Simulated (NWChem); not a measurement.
Molecule: CH2AlNO; SMILES O=C=[N][AlH2]

```xyz
6

Al     0.0000     0.0000     1.7391
H      0.0000     1.4113     2.4704
H      0.0000    -1.4113     2.4704
N      0.0000     0.0000    -0.0520
C      0.0000     0.0000    -1.2662
O      0.0000     0.0000    -2.4484
```
Atoms are numbered in this order, from 1.

Computed with NWChem. Pople sets run with spherical d functions. The geometry was optimised at PBE-D3(BJ)/def2-SVP. Total energies compare along this basis series because the functional is fixed.

| level | basis functions | energy (Ha) | highest occupied level (eV) | orbital gap (eV) | dipole (D) |
|---|---|---|---|---|---|
| TPSS/STO-3G | 26 | -406.6366 | -3.15 | 5.50 | 2.33 |
| TPSS/3-21G | 44 | -409.5264 | -6.72 | 4.41 | 1.68 |
| TPSS/6-31G* | 64 | -411.7800 | -6.92 | 4.65 | 1.84 |
| TPSS/6-31+G* | 80 | -411.7894 | -7.16 | 4.74 | 2.18 |
| TPSS/6-311G** | 92 | -411.8533 | -7.04 | 4.71 | 1.95 |
| TPSS/6-311++G** | 110 | -411.8578 | -7.16 | 4.76 | 2.18 |
